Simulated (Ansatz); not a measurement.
`B[Si](C)(C)C` + HCl → `C[Si](C)(C)Cl` + BH₃ at 700 K and 1 bar (cleavage of the Si–B bond).

Isolated molecules relaxed with PBE0-D4/def2-TZVP in Ansatz; ΔE leaves out vibrations. CCSD(T)/CBS is the MP2 limit (def2-TZVPP, def2-QZVPP) plus CCSD(T) − MP2 in def2-TZVPP, frozen cores. This one scheme is used for every species.

| species | CCSD(T)/CBS energy (Eh) | H − E (kJ/mol) | S (J/(mol·K)) |
| --- | --- | --- | --- |
| `B[Si](C)(C)C` | -434.65287 | 450.5 | 553.3 |
| HCl | -460.38127 | 38.4 | 211.8 |
| `C[Si](C)(C)Cl` | -868.53638 | 391.4 | 508.6 |
| BH₃ | -26.55200 | 96.5 | 225.0 |

H − E and S are ideal-gas, rigid-rotor, harmonic terms from PBE0-D4/def2-TZVP. 1 Eh = 2625.50 kJ/mol, R = 8.31446 J/(mol·K).

By hand: ΔE, ΔH, ΔS and ΔG.

ΔE = (-868.53638) + (-26.55200) − (-434.65287) − (-460.38127) = -0.05424 Eh = -142.4 kJ/mol. Δ(H − E) = 391.4 + 96.5 − 450.5 − 38.4 = -1.0, so ΔH = -143.4 kJ/mol. ΔS = 508.6 + 225.0 − 553.3 − 211.8 = -31.5 J/(mol·K). ΔG = -143.4 − 700 × (-31.5)/1000 = -121.4 kJ/mol.

By hand: the equilibrium constant, and the temperature at which ΔG would vanish if ΔH and ΔS stayed fixed.

log₁₀ K = −ΔG/(RT ln 10) = 9.1. ΔG = 0 at ΔH/ΔS = 4552 K, far beyond where these terms or the molecules hold.

ΔH outweighs TΔS. A doubt of 5 kJ/mol in ΔE shifts log₁₀ K by 0.4 here. These are equilibria of isolated gas molecules and say nothing of rates. Largest T1 diagnostic: 0.010 (customary marks: 0.02 for closed shells, 0.045 for open ones).
